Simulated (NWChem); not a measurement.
Species: CH4AlClO; SMILES C[O][AlH][Cl]

```xyz
8

Al    -0.8375     0.0643     0.0049
H     -2.3281     0.5447    -0.0279
Cl     0.7446     1.4509     0.0513
O     -0.5158    -1.5856     0.0046
C      0.4801    -2.5530    -0.0046
H      1.0952    -2.5021    -0.9209
H      1.1628    -2.4538     0.8583
H      0.0286    -3.5583     0.0379
```
Atoms are numbered in this order, from 1.

This is a stationary point of PBE0/def2-SVP (NWChem), point group C1. 

Task: Is it a minimum? If not, what does it relax to?

Result: No. It has an imaginary frequency of 76i cm⁻¹. Following that mode (on a finer grid) lowers the energy by 0.4 kcal/mol and ends, with real frequencies alone, at point group Cs:
```xyz
8

Al    -0.8556     0.2685     0.0006
H     -2.2999     0.8019     0.2879
Cl     0.7010     1.5665    -0.5663
O     -0.5435    -1.3791     0.1492
C      0.4730    -2.3187     0.0245
H      1.4356    -1.8678    -0.2778
H      0.6319    -2.8444     0.9821
H      0.2047    -3.0796    -0.7289
```
